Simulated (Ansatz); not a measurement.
```yaml
crystal:
  periodic: [false, false, false]
  atoms:
    - {symbol: C, position_ang: [-0.917273, 1.581896, -0.136724]}
    - {symbol: Se, position_ang: [-1.743485, 0.460743, 0.658663]}
    - {symbol: Si, position_ang: [0.280899, -0.935545, 0.727111]}
    - {symbol: N, position_ang: [0.860986, -1.678190, -0.456979]}
    - {symbol: H, position_ang: [-0.330259, 1.382216, -0.944578]}
    - {symbol: H, position_ang: [-1.664287, 2.694864, -0.354049]}
    - {symbol: H, position_ang: [0.133212, 2.085764, 0.643059]}
    - {symbol: H, position_ang: [-0.303867, -2.225998, 1.763452]}
    - {symbol: H, position_ang: [1.379735, -0.243048, 1.355673]}
    - {symbol: H, position_ang: [0.378902, -2.150189, -1.342507]}
    - {symbol: H, position_ang: [1.723038, -0.929828, -1.257770]}
basis:
  gaussian: {orbitals: pcseg-2, final_grid: {core_spheres: 8, valence_spheres: 7, degree: 23}}
total_charge: 1
magnetization: {spin_polarized: true, initial_magnetization: 1}
hamiltonian: {xc: {name: B2GP-PLYP}}
relax: {f_tol: 0.001, max_steps: 3}
output: {forces: true}
```

```sh
$ ansatz run in.yaml --threads 4 --pin off --events-out ev --progress --plain --max-ram 10444MiB
```

(1) How does Ansatz answer? (An estimate is asked.)

Answers

(1) The calculation gave: The calculation stopped without meeting its thresholds.
```
Functional definition: B2GP-PLYP
1527 factors; integrals over basis functions are off by at most 3.3e-4 eV
mean field evaluation 1: about -75814.8351 eV, gradient 5.2e1 eV
mean field evaluation 2: about -75815.1644 eV, gradient 5.2e1 eV
mean field evaluation 4: about -75826.5955 eV, gradient 6.6e0 eV
mean field evaluation 8: about -75826.8547 eV, gradient 5.8e-1 eV
mean field evaluation 16: about -75826.8620 eV, gradient 9.3e-3 eV
mean field evaluation 32: about -75826.8620 eV, gradient 1.9e-5 eV
mean field -75826.86198103 eV, -2786.5857805099 hartree, gradient 8.9e-6 eV, S^2 0.770899; 2 other end points of the search recorded, 0 dependent functions left out
16 core orbitals not correlated: weight in the atoms' cores, before any rotation towards them, 1.000 or more for the frozen orbitals, at most 0.000 for the correlated occupied ones
reference -75826.86212662 eV, -2786.5857858600 hartree; 18, 17 occupied and 201, 202 virtual orbitals, 1527 factors
second order -22.90663182 eV of doubles, -0.00000000 eV of singles
relax step   1: F+E_penalty+E_count = -75835.10836849 eV  Δ(F+E_penalty+E_count) = +0.000e0 eV  max|allowed force component| = 1.412e1 eV/Å  Δτ_max = 0.0000 Å  (78 SCF iters, accepted)
1527 factors; integrals over basis functions are off by at most 4.6e-4 eV
mean field -75832.57238220 eV, -2786.7956338823 hartree, gradient 2.8e-6 eV, S^2 0.758781; 0 other end points of the search recorded, 0 dependent functions left out
16 core orbitals not correlated: weight in the atoms' cores, before any rotation towards them, 1.000 or more for the frozen orbitals, at most 0.000 for the correlated occupied ones
reference -75832.57251982 eV, -2786.7956389396 hartree; 18, 17 occupied and 201, 202 virtual orbitals, 1527 factors
second order -22.13532137 eV of doubles, -0.00000000 eV of singles
relax step   2: F+E_penalty+E_count = -75840.54109790 eV  Δ(F+E_penalty+E_count) = -5.433e0 eV  max|allowed force component| = 7.187e0 eV/Å  Δτ_max = 0.1947 Å  (60 SCF iters, accepted)
1533 factors; integrals over basis functions are off by at most 3.5e-4 eV
mean field -75833.26029726 eV, -2786.8209142945 hartree, gradient 3.1e-6 eV, S^2 0.757368; 0 other end points of the search recorded, 0 dependent functions left out
16 core orbitals not correlated: weight in the atoms' cores, before any rotation towards them, 1.000 or more for the frozen orbitals, at most 0.000 for the correlated occupied ones
reference -75833.26043335 eV, -2786.8209192957 hartree; 18, 17 occupied and 201, 202 virtual orbitals, 1533 factors
second order -21.56879983 eV of doubles, -0.00000000 eV of singles
relax step   3: F+E_penalty+E_count = -75841.02506520 eV  Δ(F+E_penalty+E_count) = -4.840e-1 eV  max|allowed force component| = 8.460e0 eV/Å  Δτ_max = 0.1981 Å  (60 SCF iters, accepted)
Error: geometry relaxation did not converge after 3 steps: max|allowed force component| = 8.46e0 eV/Å (threshold 1.0e-3). Raise `relax.max_steps` over both its present limit and 3, loosen `relax.f_tol`, or start from a geometry closer to equilibrium. Where this run's directory can be resumed (`checkpoint.write`), a resume goes on for up to `relax.max_steps` more
```
